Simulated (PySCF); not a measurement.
BrSn, charge +1, singlet, at a GFN2-xTB geometry (such geometries of metal compounds can be far from the true shape) (all electrons, no relativity); B3LYP/3-21G (PySCF).

Here is a job for PySCF.
```python
from pyscf import gto, scf, dft

mol = gto.M(
    atom='''
Sn   -0.00000000   -0.00000000   -1.02177704
Br    0.00000000    0.00000000    1.45968148
''',
    basis='3-21g',
    charge=1,
    verbose=4,
)

mf = dft.RKS(mol)
mf.xc = 'b3lyp'
mf.DIIS = scf.ADIIS
mf.kernel()
mf.analyze()
```

Output, abridged:

```
PySCF version 2.14.0

[INPUT] verbose = 4
[INPUT] num. atoms = 2
[INPUT] num. electrons = 84
[INPUT] charge = 1
[INPUT] spin (= nelec alpha-beta = 2S) = 0
[INPUT] symmetry False subgroup None
[INPUT] Mole.unit = angstrom
[INPUT] Symbol           X                Y                Z      unit          X                Y                Z       unit  Magmom
[INPUT]  1 Sn     0.000000000000   0.000000000000  -1.021777040000 AA    0.000000000000   0.000000000000  -1.930878765969 Bohr   0.0
[INPUT]  2 Br     0.000000000000   0.000000000000   1.459681480000 AA    0.000000000000   0.000000000000   2.758398226300 Bohr   0.0

nuclear repulsion = 373.191859402913
number of shells = 23
number of NR pGTOs = 135
number of NR cGTOs = 53
basis = 3-21g
ecp = {}

******** <class 'pyscf.dft.rks.RKS'> ********
method = RKS
initial guess = minao
damping factor = 0
level_shift factor = 0
DIIS = <class 'pyscf.scf.diis.ADIIS'>
diis_start_cycle = 1
diis_space = 8
diis_damp = 0
SCF conv_tol = 1e-09
SCF conv_tol_grad = None
SCF max_cycles = 50
direct_scf = True
direct_scf_tol = 1e-13
XC library pyscf.dft.libxc version 7.1.2
    S. Lehtola, C. Steigemann, M. J. T. Oliveira, and M. A. L. Marques,  SoftwareX 7, 1–5 (2018)
XC functionals = b3lyp
    P. J. Stephens, F. J. Devlin, C. F. Chabalowski, and M. J. Frisch,  J. Phys. Chem. 98, 11623 (1994)
radial grids:
    Treutler-Ahlrichs [JCP 102, 346 (1995); DOI:10.1063/1.469408] (M4) radial grids

becke partition: Becke, JCP 88, 2547 (1988); DOI:10.1063/1.454033
pruning grids: <function nwchem_prune>
grids dens level: 3
symmetrized grids: False
atomic radii adjust function: <function treutler_atomic_radii_adjust>
small_rho_cutoff = 0
Set gradient conv threshold to 3.16228e-05
Initial guess from minao.
tot grids = 42384
init E= -8545.1472699067
  HOMO = -0.352411769796325  LUMO = -0.165678458441366  gap/eV = 5.08127
cycle= 1 E= -8560.34307826141  delta_E= -15.2  |g|= 0.327  |ddm|= 1.55
  HOMO = -0.451480042200224  LUMO = -0.349309506838757  gap/eV = 2.78020
cycle= 2 E= -8559.1818670042  delta_E= 1.16  |g|= 1.72  |ddm|= 2.63
  HOMO = -0.474845714932906  LUMO = -0.355329330527863  gap/eV = 3.25221
cycle= 3 E= -8560.29435270379  delta_E= -1.11  |g|= 0.518  |ddm|= 1.44
  HOMO = -0.51162698168543  LUMO = -0.344011904260448  gap/eV = 4.56104
cycle= 4 E= -8560.40685108926  delta_E= -0.112  |g|= 0.0144  |ddm|=  0.7
  HOMO = -0.512954036112028  LUMO = -0.337699858114925  gap/eV = 4.76891
cycle= 5 E= -8560.40667399151  delta_E= 0.000177  |g|= 0.0242  |ddm|= 0.0641
  HOMO = -0.510399537602817  LUMO = -0.338684175366458  gap/eV = 4.67261
cycle= 6 E= -8560.40694467758  delta_E= -0.000271  |g|= 0.00271  |ddm|= 0.0354
  HOMO = -0.510117345114403  LUMO = -0.339330998207994  gap/eV = 4.64733
cycle= 7 E= -8560.40693758887  delta_E= 7.09e-06  |g|= 0.00475  |ddm|= 0.0121
  HOMO = -0.510598045243423  LUMO = -0.339149717639714  gap/eV = 4.66535
cycle= 8 E= -8560.40694799766  delta_E= -1.04e-05  |g|= 0.000589  |ddm|= 0.00678
  HOMO = -0.510694026077474  LUMO = -0.339018449054742  gap/eV = 4.67153
cycle= 9 E= -8560.40694759425  delta_E= 4.03e-07  |g|= 0.0011  |ddm|= 0.00273
  HOMO = -0.510585479695701  LUMO = -0.339057393268789  gap/eV = 4.66752
cycle= 10 E= -8560.40694815036  delta_E= -5.56e-07  |g|= 0.000181  |ddm|= 0.0015
  HOMO = -0.510539813287751  LUMO = -0.339090236334208  gap/eV = 4.66538
cycle= 11 E= -8560.40694810568  delta_E= 4.47e-08  |g|= 0.000357  |ddm|= 0.000849
  HOMO = -0.510573021440247  LUMO = -0.339079630116425  gap/eV = 4.66657
cycle= 12 E= -8560.40694816235  delta_E= -5.67e-08  |g|= 8.2e-05  |ddm|= 0.000444
  HOMO = -0.510588969183953  LUMO = -0.339072090650501  gap/eV = 4.66721
cycle= 13 E= -8560.40694816303  delta_E= -6.82e-10  |g|= 7.15e-05  |ddm|= 0.000243
  HOMO = -0.510583757839564  LUMO = -0.339072860404598  gap/eV = 4.66705
cycle= 14 E= -8560.40694816487  delta_E= -1.84e-09  |g|= 3.58e-05  |ddm|= 6.04e-05
  HOMO = -0.510579670791663  LUMO = -0.339074263674353  gap/eV = 4.66690
cycle= 15 E= -8560.40694816545  delta_E= -5.8e-10  |g|= 1.74e-06  |ddm|= 5.57e-05
  HOMO = -0.510579699055492  LUMO = -0.33907465485019  gap/eV = 4.66689
Extra cycle  E= -8560.40694816544  delta_E= 7.28e-12  |g|= 2.15e-06  |ddm|= 7.08e-06
converged SCF energy = -8560.40694816544
**** SCF Summaries ****
Total Energy =                       -8560.406948165440554
Nuclear Repulsion Energy =             373.191859402912769
One-electron Energy =               -12570.016505874602444
Two-electron Energy =                 3636.417698306249804
Two-electron Coulomb Energy =         3888.850245512622678
DFT Exchange-Correlation Energy =     -252.432547206372874
HOMO-LUMO gap [eV] =                     4.666889962247654
**** MO energy ****
MO #1   energy= -1024.55914695312  occ= 2
MO #2   energy= -479.765362563762  occ= 2
MO #3   energy= -152.29920117398   occ= 2
MO #4   energy= -141.958127025438  occ= 2
MO #5   energy= -141.958127025437  occ= 2
MO #6   energy= -141.957539505594  occ= 2
MO #7   energy= -62.3104557297717  occ= 2
MO #8   energy= -55.9146825392404  occ= 2
MO #9   energy= -55.9129996631509  occ= 2
MO #10  energy= -55.9129996631508  occ= 2
MO #11  energy= -29.8679353232541  occ= 2
MO #12  energy= -25.508469069635   occ= 2
MO #13  energy= -25.5084690696349  occ= 2
MO #14  energy= -25.5063930303947  occ= 2
MO #15  energy= -18.1317706629832  occ= 2
MO #16  energy= -18.1317699906971  occ= 2
MO #17  energy= -18.1304931343258  occ= 2
MO #18  energy= -18.1303038709443  occ= 2
MO #19  energy= -18.1303038709443  occ= 2
MO #20  energy= -8.82976285432471  occ= 2
MO #21  energy= -6.61847035456277  occ= 2
MO #22  energy= -6.61166194037932  occ= 2
MO #23  energy= -6.61166194037926  occ= 2
MO #24  energy= -5.05396223318046  occ= 2
MO #25  energy= -3.59592365213182  occ= 2
MO #26  energy= -3.59592365213177  occ= 2
MO #27  energy= -3.59063651086482  occ= 2
MO #28  energy= -2.71104934445927  occ= 2
MO #29  energy= -2.70877200493378  occ= 2
MO #30  energy= -2.70877200493377  occ= 2
MO #31  energy= -2.70355448861708  occ= 2
MO #32  energy= -2.7035491886395   occ= 2
MO #33  energy= -1.38374349023992  occ= 2
MO #34  energy= -1.38374313628753  occ= 2
MO #35  energy= -1.38125970795994  occ= 2
MO #36  energy= -1.37942973855215  occ= 2
MO #37  energy= -1.3794297385521   occ= 2
MO #38  energy= -0.984108288759765 occ= 2
MO #39  energy= -0.675392479878272 occ= 2
MO #40  energy= -0.515309636276138 occ= 2
MO #41  energy= -0.510579699055503 occ= 2
MO #42  energy= -0.510579699055492 occ= 2
MO #43  energy= -0.33907465485019  occ= 0
MO #44  energy= -0.339074654850182 occ= 0
MO #45  energy= -0.240064503031071 occ= 0
MO #46  energy= -0.0385829447325738 occ= 0
MO #47  energy= 0.02690310498279   occ= 0
MO #48  energy= 0.0319520271447931 occ= 0
MO #49  energy= 0.0319520271448632 occ= 0
MO #50  energy= 0.438830835511064  occ= 0
 ** Mulliken pop on meta-lowdin orthogonal AOs  **
 ** Mulliken pop  **
 ** Mulliken atomic charges  **
charge of    0Sn =      0.95562
charge of    1Br =      0.04438

WARN: System has nonzero charge 1; the dipole moment is origin-dependent.
Location of origin: [0. 0. 0.]

Dipole moment(X, Y, Z, Debye): -0.00000,  0.00000, -4.43170
```
